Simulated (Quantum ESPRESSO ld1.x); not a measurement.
Problem. Au45+, 34 electrons, occupied as [Ar] 3d9 4s2 4p4 5s1 (not the ground configuration). Method: Dirac Kohn-Sham, LDA (Slater exchange, Gunnarsson-Lundqvist correlation), spin-unpolarised, spherical densities, point nucleus; open shells fill j = l - 1/2 first; computed with ld1.x of Quantum ESPRESSO 7.5.

Spin-orbit splittings of the eigenvalues, e(l+1/2) - e(l-1/2), with zeta = 2 splitting/(2l+1) and mean radii in bohr:

| shell | occ. | splitting (eV) | zeta (eV) | <r> j=l-1/2 | <r> j=l+1/2 |
|---|---|---|---|---|---|
| 2p | 6 | 1838 | 1226 | 0.05792 | 0.06642 |
| 3p | 6 | 424.7 | 283.1 | 0.1701 | 0.1847 |
| 3d | 9 | 92.86 | 37.14 | 0.1601 | 0.1645 |
| 4p | 4 | 140.9 | 93.91 | 0.3555 | 0.3766 |
| 4d | 0 | ? | ? | 0.3623 | 0.3682 |
| 4f | 0 | 9.365 | 2.676 | 0.3345 | 0.3371 |
| 5p | 0 | 62.88 | 41.92 | 0.6106 | 0.6380 |

Estimate the 4d splitting.

Solution. 30.68 eV (zeta = 12.27 eV).
